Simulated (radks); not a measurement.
The numbers below are computed, except where a source is named.
Q: Successive ionisation energies (eV) of one element, from differences of total energies of ions in their ground configurations, starting at charge 0: 9.896, 18.593, 28.030, 50.123, 63.748, 121.20, 150.56, 181.76, 214.66, 249.10, 296.16, 335.21, 375.74, 417.69, 460.92, 590.05, 631.23, 672.20, 727.30, 771.21, 814.79, 910.51. Level of theory: scalar-relativistic Kohn-Sham, PBEsol, spin-polarised, spherical densities, finite nucleus; open shells are filled with parallel spins first; Fermi nuclear charge, rms radius 4.0968 fm (a radial shooting solver on a logarithmic mesh with Libxc functionals). Which element is it?

A: Arsenic (Z = 33). The first species listed is As in [Ar] 3d10 4s2 4p3, the last As21+ in [Ne] 3s2.
